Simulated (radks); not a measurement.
All-electron atom: Au+ in [Xe] 4f14 5d10 (the NIST ground configuration).

Calculated with a radial shooting solver on a logarithmic mesh with Libxc functionals: Dirac Kohn-Sham, PBE, spin-unpolarised, spherical densities, point nucleus.

Energy parts (eV):
part                       energy
total                  -518315.68
kinetic                 595711.40
electron-nucleus      -1305164.96
Hartree                 201078.19
exchange-correlation     -9940.31

Orbitals (lengths in bohr, moments of r in powers of bohr; <r^-3> diverges for s and p1/2; r(90%) holds 90 % of the orbital's charge):
| orbital | occ. | eigenvalue (eV) | <r^-3> | <r> | r(90%) |
|---|---|---|---|---|---|
| 1s1/2 | 2 | -80665.02 | - | 0.01686 | 0.0308 |
| 2s1/2 | 2 | -14227.54 | - | 0.07044 | 0.110 |
| 2p1/2 | 2 | -13641.42 | - | 0.05798 | 0.0967 |
| 2p3/2 | 4 | -11805.50 | 20510 | 0.06653 | 0.108 |
| 3s1/2 | 2 | -3364.117 | - | 0.1833 | 0.270 |
| 3p1/2 | 2 | -3101.100 | - | 0.1736 | 0.261 |
| 3p3/2 | 4 | -2695.959 | 4768 | 0.1893 | 0.283 |
| 3d3/2 | 4 | -2260.278 | 832.6 | 0.1648 | 0.256 |
| 3d5/2 | 6 | -2173.226 | 690.6 | 0.1696 | 0.263 |
| 4s1/2 | 2 | -736.7681 | - | 0.4069 | 0.584 |
| 4p1/2 | 2 | -624.6616 | - | 0.4094 | 0.595 |
| 4p3/2 | 4 | -527.5112 | 1147 | 0.4434 | 0.643 |
| 4d3/2 | 4 | -344.3661 | 179.5 | 0.4519 | 0.675 |
| 4d5/2 | 6 | -326.2775 | 145.5 | 0.4631 | 0.691 |
| 4f5/2 | 6 | -91.4667 | 30.26 | 0.4953 | 0.796 |
| 4f7/2 | 8 | -87.6561 | 28.75 | 0.5023 | 0.807 |
| 5s1/2 | 2 | -116.6042 | - | 0.9284 | 1.33 |
| 5p1/2 | 2 | -80.3429 | - | 1.005 | 1.46 |
| 5p3/2 | 4 | -63.9031 | 189.8 | 1.104 | 1.61 |
| 5d3/2 | 4 | -16.2985 | 16.19 | 1.536 | 2.40 |
| 5d5/2 | 6 | -14.7312 | 12.50 | 1.606 | 2.52 |

The highest occupied level is 5d5/2 at -14.731 eV. Summed over all electrons, <r^2> = 48.45 bohr^2, which gives a Langevin (diamagnetic) susceptibility term of -38.4 x 10^-6 cm^3/mol.
